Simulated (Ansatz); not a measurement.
`[NH2][Cd][O][SiH3]` + H–F → `[F][Cd][O][SiH3]` + NH₃ at 500 K and 1 bar (ligand exchange at a Cd–N bond).

Gas-phase electronic energies from Ansatz, PBE0-D4/def2-TZVP geometries. CCSD(T)/CBS is the MP2 limit (def2-TZVPP, def2-QZVPP) plus CCSD(T) − MP2 in def2-TZVPP, frozen cores. This one scheme is used for every species. Elements past krypton have def2 core potentials. For Cd outer-core shells are correlated without core-valence functions, which leaves a few kJ/mol of doubt a bond. Each species was taken in one conformer, which may not be the lowest.

```csv
species,CCSD(T)/CBS energy (Eh),H − E (kJ/mol),S (J/(mol·K))
`[NH2][Cd][O][SiH3]`,-589.71637,187.7,441.3
H–F,-100.39570,39.4,188.7
`[F][Cd][O][SiH3]`,-633.61664,120.3,406.8
NH₃,-56.50880,108.2,211.8
```

H − E and S are ideal-gas, rigid-rotor, harmonic terms from PBE0-D4/def2-TZVP, for one conformer and one mirror image of each species. 1 Eh = 2625.50 kJ/mol, R = 8.31446 J/(mol·K).

By hand: ΔE, ΔH, ΔS and ΔG.

ΔE = (-633.61664) + (-56.50880) − (-589.71637) − (-100.39570) = -0.01337 Eh = -35.1 kJ/mol. Δ(H − E) = 120.3 + 108.2 − 187.7 − 39.4 = 1.4, so ΔH = -33.7 kJ/mol. ΔS = 406.8 + 211.8 − 441.3 − 188.7 = -11.4 J/(mol·K). ΔG = -33.7 − 500 × (-11.4)/1000 = -28.0 kJ/mol.

By hand: the equilibrium constant, and the temperature at which ΔG would vanish if ΔH and ΔS stayed fixed.

log₁₀ K = −ΔG/(RT ln 10) = 2.9. ΔG = 0 at ΔH/ΔS = 2956 K, far beyond where these terms or the molecules hold.

The number of gas molecules stays the same, so ΔS is small and ΔH decides. A doubt of 5 kJ/mol in ΔE shifts log₁₀ K by 0.5 here. Other conformers and mirror images would add mixing entropy, several J/(mol·K) or more a flexible species. Modes under 60 cm⁻¹, often nearly free rotors, make the harmonic entropy too high. These are equilibria of isolated gas molecules and say nothing of rates. Largest T1 diagnostic: 0.016 (customary marks: 0.02 for closed shells, 0.045 for open ones).
